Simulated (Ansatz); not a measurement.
Consider the hydrogenolysis of the Si–F bond: `F[SiH]1NCO1` + H₂ → `C1N[SiH2]O1` + H–F.

Computed with Ansatz on PBE0-D4/def2-TZVP structures; ΔE is electronic, products minus reactants. CCSD(T)/CBS adds triple-zeta CCSD(T) − MP2 to the extrapolated MP2 energy (def2 sets, frozen cores). This one scheme is used for every species. DFT in def2-TZVPP. HSE06 is defined as in plane-wave codes.

(1) Is it downhill or uphill in electronic energy at CCSD(T)/CBS, and by how much? (An estimate is asked.)

(2) What do these levels give: r2SCAN-D4, r2SCAN0-D4, BHLYP-D4, CAM-B3LYP-D4, PBE, BLYP, PBE0, HSE06, BHLYP, MP2/def2-QZVPP, HF/CBS(def2), CCSD/CBS(def2)? (Estimate.)

Largest T1 diagnostic among the species: 0.012.

## Answers

(1) Computed: Uphill: ΔE = +35.8 kcal/mol.

(2) The calculation gave: r2SCAN-D4 38.1, r2SCAN0-D4 37.1, BHLYP-D4 36.7, CAM-B3LYP-D4 37.2, PBE 34.7, BLYP 36.3, PBE0 34.3, HSE06 34.2, BHLYP 36.4, MP2/def2-QZVPP 36.8, HF/CBS(def2) 35.9, CCSD/CBS(def2) 35.4 kcal/mol.

At CCSD(T), def2-SVP lies −2.7 kcal/mol from the extrapolated value and def2-TZVPP −0.2 kcal/mol. From r2SCAN to r2SCAN0 (25 % exact exchange), in def2-TZVPP and without D4, ΔE moves by −1.0 kcal/mol. Leaving LDA and LC-ωPBE aside and taking each functional with its dispersion term where it has one, the values, not all of them listed here, spread over 3.7 kcal/mol, from HSE06-D4 to r2SCAN-D4. LDA lies +1.4 kcal/mol from PBE without D4.
